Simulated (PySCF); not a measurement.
Potential energy curve for CH₆Ge, SMILES [GeH3][CH3]. The Ge2–H8 bond (Ge2 also carries C, H, H; H8 carries nothing else) is varied alone, starting from the PBE0/def2-TZVP optimised geometry.

Levels of theory: RMP2/3-21G = restricted MP2 (frozen core)/3-21G in PySCF; RKS-B3LYP/3-21G = PySCF with restricted B3LYP/3-21G; NEVPT2 = PySCF with SC-NEVPT2 on CASSCF(2,2)/def2-TZVP, all electrons correlated.

Energies are in kJ/mol, each relative to the lowest point of its own curve near equilibrium.

| R / Å | RMP2/3-21G | RKS-B3LYP/3-21G | NEVPT2 |
|---|---|---|---|
| 1.17 | 199.0 | 184.5 | 207.6 |
| 1.25 | 108.6 | 99.6 | 112.0 |
| 1.32 | 57.3 | 51.8 | 58.1 |
| 1.39 | 25.2 | 22.2 | 24.7 |
| 1.44 | 11.2 | 9.5 | 10.5 |
| 1.51 | 1.4 | 1.0 | 1.1 |
| 1.54 | 0.0 | 0.0 | 0.0 |
| 1.58 | 0.3 | 0.7 | 0.9 |
| 1.64 | 4.8 | 5.6 | 6.3 |
| 1.71 | 14.6 | 15.6 | 17.4 |
| 1.80 | 32.7 | 33.7 | 36.9 |
| 1.93 | 65.7 | 66.3 | 71.4 |
| 2.09 | 111.9 | 111.6 | 117.4 |
| 2.29 | 171.7 | 169.7 | 172.9 |
| 2.53 | 240.1 | 235.3 | 230.0 |
| 2.78 | 303.6 | 295.8 | 275.6 |
| 3.04 | 359.3 | 349.4 | 308.6 |
| 3.41 | 419.0 | 410.5 | 335.6 |
| 3.81 | 457.7 | 459.5 | 348.3 |
| 4.12 | 470.2 | 487.7 | 352.4 |
| 4.59 | 464.0 | 517.6 | 354.8 |

At the longest distance, 4.59 Å, RKS-B3LYP/3-21G lies highest above its minimum (517.6 kJ/mol) and NEVPT2 lowest (354.8 kJ/mol).

The restricted form behind RMP2/3-21G, RKS-B3LYP/3-21G keeps the bonding electrons paired and can't separate into open-shell fragments.
